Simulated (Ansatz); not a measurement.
Stepwise reaction of `O[Si@H](F)[Si@@H](O)F` with hydrogen chloride, as a gas-phase model of exchange steps in deposition or etching. ΔE in kJ/mol.

Computed with Ansatz on PBE0-D4/def2-TZVP structures; ΔE is electronic, products minus reactants. CCSD(T)/CBS adds triple-zeta CCSD(T) − MP2 to the extrapolated MP2 energy (def2 sets, frozen cores). This one scheme is used for every species. DFT in def2-TZVPP. B3LYP here is the variant with VWN-RPA as its local correlation; programs differ in this. One conformer a species, not always the lowest.

```csv
step,reaction,PBE-D4,B3LYP-D4,ωB97M-V,CCSD(T)/CBS
2,`O[Si@H](Cl)[Si@@H](O)F` + HCl → `O[Si@@H](Cl)[Si@@H](O)Cl` + H–F,33.1,41.1,40.0,37.0
```

**Question.** Give the row of step 1, `O[Si@H](F)[Si@@H](O)F` + HCl → `O[Si@H](Cl)[Si@@H](O)F` + H–F. (An estimate is asked.)

**Answer.** The calculation gave: 
| step | reaction | PBE-D4 | B3LYP-D4 | ωB97M-V | CCSD(T)/CBS |
| --- | --- | --- | --- | --- | --- |
| 1 | `O[Si@H](F)[Si@@H](O)F` + HCl → `O[Si@H](Cl)[Si@@H](O)F` + H–F | 28.4 | 38.5 | 37.0 | 34.3 |

**Question.** By hand: ΔE of the 2 steps together at CCSD(T)/CBS.

**Answer.** (34.3) + (37.0) = 71.3 kJ/mol, or 35.6 kJ/mol a step.

In ΔE the steps differ by no more than 2.7 kJ/mol. All are uphill at CCSD(T)/CBS. PBE-D4 differs from CCSD(T)/CBS by -5.9 to -3.9 kJ/mol a step. Only this route is followed, and other bonds may react first. Isolated molecules leave out the surface, adducts and barriers. Largest T1 diagnostic: 0.013.
